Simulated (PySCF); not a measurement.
CH6ClFOSi2, SMILES C[SiH2][Si@](O)(F)Cl. Geometry optimised at B3LYP-D3(BJ)/def2-SVP. The structure was generated by enumeration; whether it is a known compound was not checked. One conformer was computed; it need not be the lowest.

Computed equilibrium geometry at B3LYP-D3(BJ)/def2-SVP (PySCF confirms it by a frequency run) as a Z-matrix (one conformer of several):
```
Si
H 1 1.4918
H 1 1.4919 2 108.83
C 1 1.8858 2 111.41 3 123.85
H 4 1.1010 1 111.23 2 -59.35
H 4 1.1011 5 108.59 1 -121.13
H 4 1.1011 5 108.55 6 -117.40
Si 1 2.3275 2 107.54 3 -118.71
F 8 1.6265 1 113.89 2 53.29
O 8 1.6499 9 109.38 1 -122.76
H 10 0.9662 8 118.89 9 -63.46
Cl 8 2.0848 9 105.15 10 -117.74
```
